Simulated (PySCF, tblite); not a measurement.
Isomers of H6N3Si2 (doublet state), one GFN2-xTB conformer each. Single-point energies are computed at B3LYP/pcH-1 (PySCF, gas phase, no added dispersion term), electronic only. GFN2-xTB treats the open shell by occupation alone, and not every SCF solution was tested for stability.

**Question.** Rank them by B3LYP/pcH-1 energy, lowest first (kcal/mol).
A. `[NH2:1][SiH:2]1[NH:3][SiH:4][NH:5]1` (doublet state) with H–N1–Si2–N3 49° and -87°
B. `[NH2:1][Si@@H:2]1[N:3][SiH2:4][NH:5]1` (doublet state) with H–N1–Si2–N3 25° and -112°, N1–Si2–N3–Si4 -124°, Si2–N3–Si4–N5 13°, N3–Si4–N5–Si2 -12°, N1–Si2–N5–Si4 130°
C. `[NH2:1][Si:2]1[NH:3][SiH2:4][NH:5]1` (doublet state) with H–N1–Si2–N3 -48° and 174°

**Answer.** A (0.0), C (3.2), B (30.1).

Neighbours under 5.0 kcal/mol apart (N[SiH]1N[SiH]N1 and N[Si]1N[SiH2]N1) can change places with a better method, another conformer or zero-point energy. GFN2-xTB itself gives, in the same order: 0.0, 0.3, 13.1. Both levels put the same isomer lowest; measured from each level's own lowest isomer, the values differ by up to 17.0 kcal/mol (N[Si@@H]1[N][SiH2]N1: 13.1 against 30.1).

**Question.** What happens when harmonic zero-point energies from GFN2-xTB frequencies are added?

**Answer.** 
```
              SMILES  ZPE (kcal/mol)  electronic (kcal/mol)  with ZPE (kcal/mol)
     N[SiH]1N[SiH]N1            45.4                    0.0                  0.0
     N[Si]1N[SiH2]N1            45.3                    3.2                  3.1
N[Si@@H]1[N][SiH2]N1            44.0                   30.1                 28.7
```

The zero-point energies span 1.4 kcal/mol. The order is unchanged.
